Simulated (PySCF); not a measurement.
# Two-component Hartree-Fock for Ba⁴⁶⁺ (barium, charge +46)

Start: [Ne]. Calculated with PySCF 2.14 in an even-tempered Gaussian basis (17 s from 25 bohr⁻², ratio 2.4; 13 p from 33 bohr⁻², ratio 2.4; 5 d from 120 bohr⁻², ratio 2.6; 4 f from 180 bohr⁻², ratio 2.6): generalised Hartree-Fock with the X2C-1e Hamiltonian and a Gaussian nucleus; one run each with spin-orbit coupling (SO) switched off, then screened by Boettger's factors.

```
spinor shell  electrons  ε, spin-free (eV)  ε, screened SO (eV)  weight of nominal j (screened SO)  rms radius, screened SO (bohr)
       1s1/2          2           -40854.4             -40851.0                              1.000                          0.0292
       2s1/2          2            -9055.9              -9055.1                              1.000                           0.116
       2p1/2          2            -8458.6              -8736.2                              1.000                          0.0998
```

Where does 2p3/2 lie, and what is the 2p spin-orbit splitting (screened SO)?

At -8335.9 eV, 400.29 eV above 2p1/2.

| quantity | spin-free | screened SO |
| --- | --- | --- |
| E (hartree) | -6016.91332 | -6019.43170 |
| M_J | 0 | 0 |
| ⟨J²⟩ | 0.000 | 0.000 |
| ⟨L²⟩ | 0.000 | 0.010 |
| ⟨S²⟩ | 0.000 | 0.010 |

Breit and QED terms are absent; they matter most for the inner s and p1/2 levels.

Densities and radii are taken from the X2C orbitals without a picture-change correction, which distorts them close to the nucleus.

Without spin-orbit coupling the j labels of p, d and f shells carry no meaning; the spin-free column gives the mean over the occupied spinors of each nl shell.
